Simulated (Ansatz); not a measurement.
`C[O][In]([SH])[SH]` and `[SH][InH][SH]` differ in one atom or group.

Ansatz, PBE0-D4/def2-TZVP geometries, multiplicity 1. Each molecule was computed in one conformer, which needn't be the lowest.

Elements past krypton have def2 core potentials.

```json
{"property": "LUMO energy (ωB97M-V/def2-TZVPP) / eV", "`C[O][In]([SH])[SH]`": "0.15"}
{"property": "LUMO energy (B3LYP/def2-TZVPP) / eV", "`C[O][In]([SH])[SH]`": "-2.01"}
{"property": "HOMO–LUMO gap (PBE0/def2-TZVPP) / eV", "`C[O][In]([SH])[SH]`": "5.89"}
{"property": "size of the dipole moment (B3LYP/def2-TZVPP) / D", "`C[O][In]([SH])[SH]`": "1.22"}
{"property": "LUMO energy (PBE0/def2-TZVPP) / eV", "`C[O][In]([SH])[SH]`": "-1.72"}
{"property": "size of the dipole moment (PBE/def2-TZVPP) / D", "`C[O][In]([SH])[SH]`": "1.26"}
```

Question: What does the change do to each property? (Best estimate.)

Answer: The calculation gave: 
```csv
property,`[SH][InH][SH]`,shift
LUMO energy (ωB97M-V/def2-TZVPP) / eV,0.09,-0.06
LUMO energy (B3LYP/def2-TZVPP) / eV,-1.68,0.33
HOMO–LUMO gap (PBE0/def2-TZVPP) / eV,5.97,0.08
size of the dipole moment (B3LYP/def2-TZVPP) / D,1.45,0.23
LUMO energy (PBE0/def2-TZVPP) / eV,-1.43,0.29
size of the dipole moment (PBE/def2-TZVPP) / D,1.37,0.11
```

With PBE0 the HOMO rises by 0.21 eV and the LUMO rises by 0.29 eV, so the gap widens by about 0.08 eV. PBE moves the HOMO by -0.05 eV and ωB97M-V by 0.27 eV. The zero-point energy changes by -91.8 kJ/mol with -12 modes. Dipoles are sizes alone; their direction can turn.

B3LYP here is the variant with VWN-RPA as its local correlation; programs differ in this.
